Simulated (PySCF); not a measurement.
Electron correlation in Sb²⁺ (antimony, charge +2)

[Kr] 4d10 5s2 5p1, 2P determinant. Calculation: PySCF 2.14, in cc-pVDZ-PP with ECP28MDF; a scalar-relativistic core potential. Frozen: 4s2 4p6 4d10; 3 electrons correlated.

MP2 pair energies summed by pair of shells (mhartree):

| pair | energy | share (%) |
| --- | --- | --- |
| 5s-5s | -16.21 | 58.7 |
| 5s-5p | -11.42 | 41.3 |

Total MP2 correlation energy: -27.63 mhartree.

Same-spin part -1.83 and opposite-spin part -25.81 mhartree; SCS-MP2 scales them by 1/3 and 6/5 to -31.58 mhartree.

```json
{"level": "CCSD", "correlation energy (mhartree)": "-40.83"}
{"level": "(T)", "correlation energy (mhartree)": "-0.32"}
{"level": "CCSD(T)", "correlation energy (mhartree)": "-41.15"}
```

Diagnostics: T1 = 0.0079, D1 = 0.0192, largest double amplitude 0.097.

Cost of the coupled-cluster step: 0.1 s of wall time on 1 thread of Neoverse-V1 (shared host), for 3 correlated electrons.
